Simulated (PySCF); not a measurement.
How methods differ on the excitation energy of Sc²⁺

Sc²⁺ [Ar] 3d1 (2D) → Sc²⁺ [Ar] 4s1 (2S), as a difference of total energies. Calculation: PySCF 2.14, in ANO-RCC-VTZP; scalar relativity by spin-free X2C-1e. Correlated levels: valence and next inner shell: [Ne] frozen. The calculations carry no spin-orbit coupling.

| method | excitation energy (cm⁻¹) |
| --- | --- |
| UHF | 24138 |
| MP2 (valence and next inner shell) | 23719 |
| SCS-MP2 (valence and next inner shell) | 24180 |
| CCSD (valence and next inner shell) | 23961 |
| CCSD(T) (valence and next inner shell) | 23748 |

A first-order spin-orbit estimate (lowest level to lowest level, LS coupling) adds 0.018 eV.

The basis was made for the ground configuration and has no added diffuse functions, so the excitation energy can come out too high.
